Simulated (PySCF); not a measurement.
Al(Me)2(SMe) (C₃H₉AlS), SMILES [Al]([S]C)([CH3])[CH3].

Geometry: PBE-D3(BJ)/def2-SVP. The structure was generated by enumeration; whether it is a known compound was not checked. The values are those of a single conformer.

Calculation: B3LYP/def2-TZVP (PySCF).

total energy: -760.52688 hartree
highest occupied level: -6.61 eV
lowest empty level: -0.59 eV
orbital gap: 6.02 eV
dipole moment: 1.64 D
quadrupole, principal values (traceless, Buckingham form, about the centre of nuclear charge): -6.22, 2.66, 3.56 D·Å
mean static polarisability: 85.6 bohr³ (12.69 Å³)
polarisability, principal values: 66.4, 86.2, 104.2 bohr³
